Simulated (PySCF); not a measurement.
# Fine-structure interval of Ge⁺ by level of theory

Ge⁺ [Ar] 3d10 4s2 4p1 [4p1/2^1, M_J = 1/2] → Ge⁺ [Ar] 3d10 4s2 4p1 [4p3/2^1, M_J = 3/2], as a difference of total energies. All numbers are calculated (PySCF 2.14, the two-component X2C-1e Hamiltonian, in x2c-QZVPPall-2c). Correlated levels: [Ne] frozen; the 8 highest virtual spinors dropped. "Screened" scales the spin-orbit matrix elements by Boettger's factors to mimic the two-electron term; Breit and QED terms are absent.

```csv
method,fine-structure interval (cm⁻¹),error (cm⁻¹)
GHF (screened spin-orbit),2583.4,+816
GMP2 (screened spin-orbit),1581.1,-186
GHF (bare spin-orbit),2690.3,+923
```

Reference: 1767.4 cm⁻¹ (measured; NIST Handbook of Basic Atomic Spectroscopic Data (Sansonetti and Martin, J. Phys. Chem. Ref. Data 34, 1559 (2005))).

Errors of the correlated levels include the incompleteness of this basis and the frozen core.

GHF and GMP2 differ strongly here because the two determinants are spin-polarised to different degrees; the interval is a small difference of such terms.
